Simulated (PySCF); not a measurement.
Mayer bond orders and bond lengths

C₆H₁₁NO₂Si.
Atom-mapped SMILES: `[CH3:1][CH2:2][NH:3][C:4](=[O:5])[C@@H:6]1[SiH2:7][CH2:8][C:9]1=[O:10]` (hydrogens: H11, H12, H13 on C1; H14, H15 on C2; H16 on N3; H17 on C6; H18, H19 on Si7; H20, H21 on C8)

Structure used (GFN2-xTB), in Å, numbered top down from 1:
```xyz
21
C6H11NO2Si angstrom
C     -2.6556    0.4783   -1.5982
C     -2.2626   -0.8288   -0.9183
N     -0.8503   -0.8704   -0.6092
C     -0.3752   -0.6970    0.6367
O     -1.0623   -0.6110    1.6358
C      1.1382   -0.6439    0.7243
Si     1.8898    0.3720    2.1664
C      2.7652    1.0482    0.5907
C      1.8146    0.2635   -0.2816
O      1.5709    0.3878   -1.4546
H     -3.7126    0.4640   -1.8500
H     -2.4649    1.3182   -0.9343
H     -2.0806    0.6194   -2.5114
H     -2.5022   -1.6771   -1.5681
H     -2.7953   -0.9416    0.0285
H     -0.2075   -0.7431   -1.3813
H      1.5028   -1.6678    0.6286
H      2.7333   -0.3714    3.0978
H      0.9836    1.3216    2.7904
H      3.7831    0.6852    0.4519
H      2.7786    2.1107    0.3554
```

Bond orders from the PBE0/pcSseg-1 density (PySCF). Isolated species at its GFN2-xTB geometry (one conformer only).

(1) Where do the orders between heavy atoms depart from those drawn in the SMILES?

(2) Set the Mayer orders of the bonds beside their lengths.

Results:

(1) The largest departure is 0.189, at N3–C4 (drawn single, 1.189). Drawn single, order above 1.12: N3–C4 (1.189). Drawn single, order below 0.88: C6–Si7 (0.859).

(2) 
```tsv
bond	drawn as	length (Å)	Mayer order
C1–C2	single	1.525	1.060
C2–N3	single	1.446	0.926
N3–C4	single	1.345	1.189
C4–O5	double	1.216	1.890
C4–C6	single	1.517	0.923
C6–Si7	single	1.917	0.859
Si7–C8	single	1.925	0.895
C8–C9	single	1.510	0.982
C9–O10	double	1.204	1.981
C9–C6	single	1.514	0.920
C1–H11	single	1.087	0.965
C1–H12	single	1.087	0.966
C1–H13	single	1.088	0.965
C2–H14	single	1.095	0.954
C2–H15	single	1.092	0.939
N3–H16	single	1.013	0.897
C6–H17	single	1.091	0.887
Si7–H18	single	1.460	0.949
Si7–H19	single	1.453	0.959
C8–H20	single	1.089	0.918
C8–H21	single	1.088	0.935
```

Bonds between the same two heavy elements. C–C: lowest C9–C6 and C4–C6 (0.920, 1.514 Å), highest C1–C2 (1.060, 1.525 Å); in 3 of the 6 pairs the longer bond (by over 0.003 Å) has the higher order (by 0.02 or more). C–N: lowest C2–N3 (0.926, 1.446 Å), highest N3–C4 (1.189, 1.345 Å). C–O: lowest C4–O5 (1.890, 1.216 Å), highest C9–O10 (1.981, 1.204 Å). C–Si: lowest C6–Si7 (0.859, 1.917 Å), highest Si7–C8 (0.895, 1.925 Å); in 1 of the 1 pairs the longer bond (by over 0.003 Å) has the higher order (by 0.02 or more). Bonds named together lie within 0.004.

Sum the orders of all bonds at each heavy atom with more than one neighbour and set the sums beside the valence in the SMILES.

C1 3.956 (drawn 4), C2 3.879 (drawn 4), N3 3.012 (drawn 3), C4 4.002 (drawn 4), C6 3.589 (drawn 4), Si7 3.662 (drawn 4), C8 3.730 (drawn 4), C9 3.883 (drawn 4). Orders between atoms that aren't bonded are not in these sums.

Mayer orders depend on the basis set.
